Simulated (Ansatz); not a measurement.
Question: Name a neutral molecule of F, Ge, Si and H with LUMO energy (B3LYP/def2-TZVPP) between -1.00 and -0.70 eV and LUMO energy (PBE0/def2-TZVPP) between -0.70 and -0.40 eV (Ansatz, PBE0-D4/def2-TZVP geometry).

Answer: `F[SiH2][GeH2][SiH3]` (-0.83 eV, -0.65 eV). Other molecules can fit too; these were computed, each in one conformer that needn't be the lowest.

B3LYP here is the variant with VWN-RPA as its local correlation; programs differ in this.
